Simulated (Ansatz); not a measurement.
Consider the substitution at a C–Si bond: `N[Si](O)(O)C=O` + `[NH2][SbH2]` → `O=C[NH][SbH2]` + `N[SiH](O)O`.

Calculated with Ansatz (gas phase, PBE0-D4/def2-TZVP geometries, no zero-point term in ΔE). CCSD(T)/CBS adds triple-zeta CCSD(T) − MP2 to the extrapolated MP2 energy (def2 sets, frozen cores). This one scheme is used for every species. Functionals use def2-TZVPP. B3LYP here is the variant with VWN-RPA as its local correlation; programs differ in this. def2 core potentials past Kr. For Sb outer-core shells are correlated without core-valence functions, which leaves a few kJ/mol of doubt a bond. One conformer a species, not always the lowest.

`N[Si](O)(O)C=O`:

Cartesian coordinates in Å:
```
N -1.354 0.512 -0.620
Si -0.092 -0.302 0.146
O -0.424 -0.810 1.665
O 0.424 -1.662 -0.622
C 1.303 1.012 0.184
O 1.143 2.118 -0.279
H -1.230 1.494 -0.813
H -2.317 0.226 -0.608
H -0.151 -1.702 1.886
H 0.408 -1.645 -1.580
H 2.291 0.760 0.641
```

`[NH2][SbH2]`:

```xyz
6

N     0.731    0.364   -0.666
Sb    0.014   -0.194    1.156
H     0.070    0.246   -1.422
H     1.032    1.330   -0.660
H    -1.668    0.083    0.897
H    -0.179   -1.830    0.696
```

`O=C[NH][SbH2]`:

```xyz
8

O    -0.753    1.793   -0.054
C    -1.198    0.659   -0.071
N    -0.409   -0.413   -0.214
Sb    1.588    0.077   -0.458
H    -2.278    0.450    0.031
H    -0.808   -1.337   -0.172
H     1.867    0.356    1.208
H     1.991   -1.586   -0.268
```

`N[SiH](O)O`:

```xyz
9

N     0.310   -0.682    1.010
Si   -0.487    0.160   -0.253
O    -0.042   -0.550   -1.662
O    -0.103    1.745   -0.092
H     0.271   -0.323    1.951
H     0.310   -1.690    1.014
H    -1.962    0.141   -0.283
H     0.887   -0.755   -1.772
H     0.815    1.955    0.086
```

```csv
species,B3LYP energy (Eh)
`N[Si](O)(O)C=O`,-611.33421
`[NH2][SbH2]`,-297.50766
`O=C[NH][SbH2]`,-410.89949
`N[SiH](O)O`,-497.97267
```

**Question.** Work out ΔE.

**Answer.** ΔE = (-410.89949) + (-497.97267) − (-611.33421) − (-297.50766) = -0.03029 Eh = -79.5 kJ/mol. CCSD(T)/CBS gives -72.2 kJ/mol.

Largest T1 diagnostic among the species: 0.017.

At CCSD(T), def2-SVP lies −18.9 kJ/mol from the extrapolated value and def2-TZVPP −0.7 kJ/mol. Leaving LDA and LC-ωPBE aside and taking each functional with its dispersion term where it has one, the values, not all of them listed here, spread over 11.5 kJ/mol, from r2SCAN-D4 to ωB97M-V. LDA lies −14.5 kJ/mol from PBE without D4.
